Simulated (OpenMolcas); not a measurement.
# What dynamic correlation does to the levels of neutral tellurium

| Property | Result |
| --- | --- |
| Program | OpenMolcas 26.06 |
| Basis | ANO-RCC-VQZP [8s7p5d3f2g] |
| Scalar Hamiltonian | DKH2, point nucleus |
| Active space | 4 electrons in 3 orbitals (5p) |
| State averaging | 2S+1 = 3 even, 3 roots; 2S+1 = 1 even, 6 roots |
| Spin-orbit coupling | state interaction with AMFI integrals over the reference wave functions, term energies averaged over their components |

Methods on the same reference wave functions:
A. CASSCF
B. SS-CASPT2, IPEA 0.25 Eh, imaginary shift 0.1 Eh (closed shells correlated: 4d 5s)

Energies in cm-1 above 5s2 5p4 3P2, the measured ground level; measured values from NIST Handbook of Basic Atomic Spectroscopic Data.

```csv
Level,A,B,Measured
5s2 5p4 3P2,0.0,0.0,0.0
5s2 5p4 3P1,4216,4340,4751
5s2 5p4 3P0,4777,4590,4706
5s2 5p4 1D2,12377,10380,10558
5s2 5p4 1S0,27092,23040,23198
```

Deviations, from unrounded energies. A percentage is the sum of absolute deviations over the sum of measured energies, with the sign that they share, or ± where signs differ.

```json
{"Against measurement": "mean absolute deviation (cm-1)", "Levels": "4", "A": "1600", "B": "220"}
{"Against measurement": "fine structure of the ground term (%)", "Levels": "2", "A": "±6.4", "B": "-5.6"}
{"Against measurement": "other terms of the ground configuration (%)", "Levels": "2", "A": "+16.9", "B": "-1.0"}
```

B lies closest to measurement on these levels. The largest miss of B in the table is 5s2 5p4 3P1, by -410 cm-1. The ranking rests on the paired levels alone, and a cruder setting can come out closer through cancelling errors.

From A to B the spin-free energies of the other terms of 5s2 5p4 shown, above 3P, scale by factors of 0.76 to 0.81.

The lowest spin-free term lies below A's lowest term by 0.588 hartree in B.

CASPT2 breaks the degeneracy within a term, and the mean is taken; among the terms shown or strongly mixed into the levels shown the widest spread is 190 cm-1 (5s2 5p4 1D, B). With the s shell closed, the reference lacks s² → p² mixing. Measured partners are found by configuration, term and J. A level has none where our copy of the source lacks it or the pairing is in doubt (some pairs that miss far off the trend of their configuration count as doubtful), and it then counts in no deviation. Only configurations of the active space appear.
